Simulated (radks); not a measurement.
Valence configurations of Mo2+ (all share [Kr]). Method: Dirac Kohn-Sham, PBE, spin-unpolarised, spherical densities, finite nucleus; open shells fill j = l - 1/2 first; Fermi nuclear charge, rms radius 4.4091 fm; computed with a radial shooting solver on a logarithmic mesh with Libxc functionals. Energies are relative to 4d4; eigenvalues in eV.

4d4: E (eV) 0.000; e(4d3/2) -20.888
4d3 5s1: E (eV) 3.946; e(4d3/2) -23.864; e(5s1/2) -19.168
4d2 5s2: E (eV) 9.435; e(4d3/2) -27.002; e(5s1/2) -20.699
4d2 5p2: E (eV) 20.432; e(4d3/2) -28.788; e(5p1/2) -16.260
4d3 5p1: E (eV) 9.085; e(4d3/2) -24.798; e(5p1/2) -14.605
4d3.5 5s0.5: E (eV) 1.788; e(4d3/2) -22.351; e(5s1/2) -18.410
4d3.5 5p0.5: E (eV) 4.268; e(4d3/2) -22.827; e(5p1/2) -13.748
4d1.5 5s2 5p0.5: E (eV) 15.615; e(4d3/2) -29.062; e(5p1/2) -16.087; e(5s1/2) -21.732
4d2 5s1 5p1: E (eV) 14.910; e(4d3/2) -27.908; e(5p1/2) -15.765; e(5s1/2) -21.265

NIST lists [Kr] 4d4 as the ground configuration; this level of theory agrees among the configurations tried. The energies are those of spherical spin-averaged densities, not of single terms.
